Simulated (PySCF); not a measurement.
Input for PySCF: R-M06-2X/def2-TZVPPD on H2O (SMILES O).

```python
from pyscf import gto, dft

mol = gto.M(
    atom='''
    O    -0.00000000    0.00000000    0.38961139
    H     0.00000000    0.76498632   -0.19485569
    H     0.00000000   -0.76498632   -0.19485569
    ''',
    basis='def2-tzvppd',
    charge=0, spin=0, verbose=4, max_memory=1800)
mf = dft.RKS(mol, xc='m062x').density_fit(auxbasis='def2-universal-jkfit')
mf.grids.level = 4
mf.conv_tol = 1e-9
mf.max_cycle = 150
mf.kernel()
mf.dip_moment()
```

It printed:

```
PySCF version 2.14.0

[INPUT] verbose = 4
[INPUT] num. atoms = 3
[INPUT] num. electrons = 10
[INPUT] charge = 0
[INPUT] spin (= nelec alpha-beta = 2S) = 0
[INPUT] symmetry False subgroup None
[INPUT] Mole.unit = angstrom
[INPUT] Symbol           X                Y                Z      unit          X                Y                Z       unit  Magmom
[INPUT]  1 O      0.000000000000   0.000000000000   0.389611390000 AA    0.000000000000   0.000000000000   0.736258822111 Bohr   0.0
[INPUT]  2 H      0.000000000000   0.764986320000  -0.194855690000 AA    0.000000000000   1.445614633839  -0.368223887913 Bohr   0.0
[INPUT]  3 H      0.000000000000  -0.764986320000  -0.194855690000 AA    0.000000000000  -1.445614633839  -0.368223887913 Bohr   0.0

nuclear repulsion = 9.14068918860721
number of shells = 28
number of NR pGTOs = 93
number of NR cGTOs = 74
basis = def2-tzvppd
ecp = {}


******** <class 'pyscf.df.df_jk.DFRKS'> ********
method = DFRKS
initial guess = minao
damping factor = 0
level_shift factor = 0
DIIS = <class 'pyscf.scf.diis.CDIIS'>
diis_start_cycle = 1
diis_space = 8
diis_damp = 0
SCF conv_tol = 1e-09
SCF conv_tol_grad = None
SCF max_cycles = 150
direct_scf = False
XC library pyscf.dft.libxc version 7.1.2
    S. Lehtola, C. Steigemann, M. J. T. Oliveira, and M. A. L. Marques,  SoftwareX 7, 1–5 (2018)
XC functionals = m062x
    Y. Zhao and D. G. Truhlar,  Theor. Chem. Acc. 120, 215 (2008)
    Y. Zhao and D. G. Truhlar,  Theor. Chem. Acc. 120, 215 (2008)
radial grids:
    Treutler-Ahlrichs [JCP 102, 346 (1995); DOI:10.1063/1.469408] (M4) radial grids

becke partition: Becke, JCP 88, 2547 (1988); DOI:10.1063/1.454033
pruning grids: <function nwchem_prune>
grids dens level: 4
symmetrized grids: False
atomic radii adjust function: <function treutler_atomic_radii_adjust>
small_rho_cutoff = 0
Set gradient conv threshold to 3.16228e-05
Initial guess from minao.
tot grids = 59680
******** <class 'pyscf.df.df.DF'> ********
auxbasis = def2-universal-jkfit
init E= -76.3195435227063
  HOMO = -0.452325087921977  LUMO = -0.00844265609364925  gap/eV = 12.07866
cycle= 1 E= -76.3718633042829  delta_E= -0.0523  |g|= 0.567  |ddm|= 0.862
  HOMO = -0.277078943110936  LUMO = 0.0146585190255825  gap/eV = 7.93858
cycle= 2 E= -76.3516416779093  delta_E= 0.0202  |g|= 0.689  |ddm|= 0.554
  HOMO = -0.406782490602041  LUMO = 0.00977314197814656  gap/eV = 11.33506
cycle= 3 E= -76.4310152078908  delta_E= -0.0794  |g|= 0.0271  |ddm|= 0.269
  HOMO = -0.402413251855215  LUMO = 0.0120131475988023  gap/eV = 11.27712
cycle= 4 E= -76.4311331430792  delta_E= -0.000118  |g|= 0.00365  |ddm|= 0.0162
  HOMO = -0.402994559303266  LUMO = 0.011861240481014  gap/eV = 11.28880
cycle= 5 E= -76.4311361488378  delta_E= -3.01e-06  |g|= 0.000502  |ddm|= 0.0026
  HOMO = -0.403033692831606  LUMO = 0.0118626628022692  gap/eV = 11.28990
cycle= 6 E= -76.4311362485718  delta_E= -9.97e-08  |g|= 6.83e-05  |ddm|= 0.000782
  HOMO = -0.403035382190509  LUMO = 0.011864438808646  gap/eV = 11.29000
cycle= 7 E= -76.4311362516907  delta_E= -3.12e-09  |g|= 6.88e-06  |ddm|= 0.000169
  HOMO = -0.403036621173932  LUMO = 0.011864541230226  gap/eV = 11.29004
cycle= 8 E= -76.4311362517238  delta_E= -3.31e-11  |g|= 8.98e-07  |ddm|= 1.05e-05
  HOMO = -0.403036649384106  LUMO = 0.0118645550772298  gap/eV = 11.29004
Extra cycle  E= -76.4311362517244  delta_E= -5.97e-13  |g|= 3.04e-07  |ddm|= 1.11e-06
converged SCF energy = -76.4311362517244
Dipole moment(X, Y, Z, Debye): -0.00000, -0.00000, -1.88683
```

The calculation finished and met its thresholds.

Cost: around 2.9 core-seconds (rough).
